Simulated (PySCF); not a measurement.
B3H2O3, SMILES [B]1OBOBO1 (connectivity only; charge and spin as stated), charge +1, multiplicity 1. Atoms are numbered in the order given.

```xyz
8

B      0.0000     0.0000    -1.1537
O      0.0000     1.2249    -0.8142
B      0.0000     1.2356     0.6574
O      0.0000     0.0000     1.2236
B      0.0000    -1.2356     0.6574
O      0.0000    -1.2249    -0.8142
H      0.0000     2.2842     1.2165
H      0.0000    -2.2842     1.2165
```
Charge +1, spin multiplicity 1.

Geometry optimised at PBE0-D3(BJ)/def2-SVP. The multiplicity is an assumed one; other spin states were not compared. The isomer is the one that the SMILES or the coordinates give; other isomers of the formula were not compared.

The numbers are results of M06-2X/def2-TZVP run with PySCF, not measurements.

Isolated molecule, no solvent.

Computed frontier levels, gap, dipole moment and polarisability:
```
Item                                                              Result
------------------------------------------------  ----------------------
highest occupied level                                         -17.87 eV
lowest empty level                                              -7.43 eV
orbital gap                                                     10.43 eV
dipole moment about the centre of nuclear charge                  1.53 D
mean static polarisability                          35.9 bohr³ (5.31 Å³)
polarisability, principal values                  25.6, 37.9, 44.1 bohr³
```
